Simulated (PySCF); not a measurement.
# Sr₂S₂, singlet: molecular constants

These are results of PBE0 in PySCF with Sr def2-TZVP with ECP28, S def2-TZVP; scalar-relativistic core potentials, no spin–orbit coupling; density-fitted integrals, not measurements.

The structure is a minimum.

- Point group: D2h
- Bond lengths: Sr–S 2.661 Å (×4)
- Bond angles: Sr–S–Sr 85.2° (×2), S–Sr–S 94.8° (×2)
- Lowest empty level: -1.46 eV
- Highest occupied level: -5.06 eV
- Principal quadrupole moments (Buckingham, traceless) about the centre of mass: -58.23, -1.95, 60.17 D Å
- Entropy at 298.15 K and 1 bar: 343.9 J/(mol K)
- Heat capacity Cp at 298.15 K: 78.0 J/(mol K)
- Zero-point energy: 8.2 kJ/mol
- Principal polarisabilities: 92.8, 142.4, 151.6 bohr³
- Enthalpy at 298.15 K above 0 K: 18.28 kJ/mol
- Atomisation energy without zero-point energy: 1119 kJ/mol
- Rotational symmetry number: 4
- Rotational constants: 0.06872, 0.02954, 0.02066 cm⁻¹
- Dipole moment: 0.00 D

Harmonic modes (masses in u: Sr 87.906, S 31.972):
```
symmetry  ω (cm⁻¹)  IR (km/mol)  μ (u)
     b3u        89         64.8  38.51
      ag       143          0.0  61.42
     b3g       235          0.0  39.53
     b2u       297          148  38.51
      ag       298          0.0  37.92
     b1u       301          129  38.51
```

In D2h the vibrations span b3u + 2ag + b3g + b2u + b1u. The ag, b3g modes carry no infrared intensity, as symmetry demands. With a centre of inversion only u modes can be infrared active and only g modes Raman active.

Charges (e):
```tsv
atom	Mulliken	Löwdin	polar tensor	Mayer order to Sr1
Sr1	0.97	0.27	1.15	–
Sr2	0.97	0.27	1.15	0.11
S3,4	-0.97	-0.27	-1.15	0.87
```
Other Mayer orders above 0.3: Sr–S 0.87 (×2).

Mulliken populations on Sr1 (electrons outside its core potential): s 2.24, p 6.14, d 0.65.

Other isomers or separated fragments may lie lower.

The final relaxation and frequency run took 67 s on 2 threads of a shared Intel Xeon Platinum 8488C (Sapphire Rapids) host, with 140 basis functions and 13 gradients; the process peaked at 1.5 GiB.
